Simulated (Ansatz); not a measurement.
```xyz
2

Cr    0.0000    0.0000    0.0000
S     0.0000    0.0000    2.0800
```

Basis set: cc-pVTZ (spherical functions). Correlated methods keep 10 orbitals frozen. Correlation on ROHF uses semicanonical orbitals with singles. Charge 0, multiplicity 5.

Computed with Ansatz (development build ahead of 0.2.0); the reference of a correlated method needn't be the lowest determinant of its kind.

**Question.** Give the atomization energy at this shape (free ground-state atoms in the same class of orbitals less the molecule, no zero-point energy) of quintet CrS by ROHF-CCSD(T), ROHF-CCSD, UHF-CCSD(T), UHF-CCSD.

**Answer.**

| method | atomization energy |
| --- | --- |
| ROHF-CCSD(T) | 66.58 kcal/mol |
| ROHF-CCSD | 53.72 kcal/mol |
| UHF-CCSD(T) | 63.93 kcal/mol |
| UHF-CCSD | 56.19 kcal/mol |

Caution: the reference determinant was not shown to be the lowest. Caution for ROHF-CCSD(T), ROHF-CCSD: an unrestricted determinant lies well below; other determinants can give a lower correlated total. Caution for UHF-CCSD(T): another reference gives a lower total. Caution for UHF-CCSD(T), UHF-CCSD: the unrestricted determinant is a mixture of spin states.
